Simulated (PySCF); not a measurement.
# XPS shifts beside NMR shieldings

Species: C5H4O2S.
SMILES with atom numbers: `[O:1]=[C:2]([OH:3])[c:4]1[cH:5][cH:6][cH:7][s:8]1`

Geometry (PBE0-D3(BJ)/def2-SVP, Å), atoms numbered from 1 in this order:
```xyz
12
C5H4O2S angstrom
O      2.3632    1.1862   -0.4077
C      1.8214    0.2531    0.1285
O      2.4836   -0.6624    0.8515
C      0.3791   -0.0107    0.0712
C     -0.5451    0.7592   -0.6001
C     -1.8618    0.2560   -0.4755
C     -1.9097   -0.8869    0.2882
S     -0.3664   -1.3550    0.8555
H      3.4178   -0.4061    0.8312
H     -0.2537    1.6513   -1.1552
H     -2.7423    0.7131   -0.9283
H     -2.7869   -1.4803    0.5451
```

Binding energies: delta-SCF UKS SCAN, pcX-2 on the ionised atom, pcseg-1 elsewhere, spin-free X2C in PySCF 2.14.0. Shieldings: GIAO B3LYP/pcSseg-2, non-relativistic, same geometry.

```json
{"atom": "C2", "isotropic shielding (ppm)": "10.4"}
{"atom": "C4", "isotropic shielding (ppm)": "34.4"}
{"atom": "C5", "isotropic shielding (ppm)": "33.1"}
{"atom": "C6", "isotropic shielding (ppm)": "43.3"}
{"atom": "C7", "isotropic shielding (ppm)": "32.9"}
```

**Question.** What are the C 1s binding energies of these atoms?

**Answer.** 
```json
{"atom": "C5", "environment": "aromatic CH carbon", "C 1s (eV)": "290.73", "isotropic shielding (ppm)": "33.1"}
{"atom": "C6", "environment": "aromatic CH carbon", "C 1s (eV)": "290.74", "isotropic shielding (ppm)": "43.3"}
{"atom": "C7", "environment": "aromatic CH next to a ring sulfur", "C 1s (eV)": "291.06", "isotropic shielding (ppm)": "32.9"}
{"atom": "C4", "environment": "substituted aromatic carbon", "C 1s (eV)": "291.18", "isotropic shielding (ppm)": "34.4"}
{"atom": "C2", "environment": "carboxylic acid carbon", "C 1s (eV)": "294.63", "isotropic shielding (ppm)": "10.4"}
```

**Question.** Among the listed atoms, is the one with the highest binding energy also the least shielded?

**Answer.** Yes: C2 has both (294.63 eV, 10.4 ppm).

By binding energy: C5 ≈ C6 < C7 < C4 < C2. By shielding: C2 < C7 ≈ C5 < C4 < C6.

Geometry: PBE0-D3(BJ)/def2-SVP, one conformer, isolated molecule.
